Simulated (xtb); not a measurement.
Sn(Me)2(Cl)2 (C2H6Cl2Sn), SMILES [CH3][Sn]([CH3])([Cl])[Cl]. All values are semi-empirical tight-binding results from xtb (GFN2-xTB unless named), good for trends rather than for accurate numbers. The structure is a stationary point at GFN2-xTB. The isomer is the one that the SMILES or the coordinates give; other isomers of the formula were not compared.

Optimised geometry:

Bond lengths (Å): C1–Sn2 2.214, C1–H6 1.083, C1–H7 1.084, C1–H8 1.083, Sn2–C3 2.215, Sn2–Cl4 2.332, Sn2–Cl5 2.332, C3–H9 1.084, C3–H10 1.083, C3–H11 1.083. Bond angles (°): Sn2–C1–H6 109.2, Sn2–C1–H7 107.9, Sn2–C1–H8 109.0, H6–C1–H7 110.1, H6–C1–H8 110.5, H7–C1–H8 110.1, C1–Sn2–C3 121.0, C1–Sn2–Cl4 107.5, C1–Sn2–Cl5 107.5, C3–Sn2–Cl4 107.7, C3–Sn2–Cl5 107.5, Cl4–Sn2–Cl5 104.6, Sn2–C3–H9 108.0, Sn2–C3–H10 108.8, Sn2–C3–H11 109.3, H9–C3–H10 110.2, H9–C3–H11 110.1, H10–C3–H11 110.4.

For metal compounds this method's bond lengths and energies can be far off.

```
Quantity                                      Result
-------------------------------------  -------------
orbital gap                                  3.45 eV
zero-point energy                      44.7 kcal/mol
G − E(el) at 298.15 K (modified RRHO)  21.2 kcal/mol
```

Computed atomic charges and the Wiberg bond orders between heavy atoms:
charges (e) C1 -0.15, Sn2 0.35, C3 -0.15, Cl4 -0.23, Cl5 -0.23, H6 0.07, H7 0.07, H8 0.07, H9 0.07, H10 0.07, H11 0.06. Bond orders C1–Sn2 0.61, Sn2–C3 0.61, Sn2–Cl4 0.89, Sn2–Cl5 0.89.
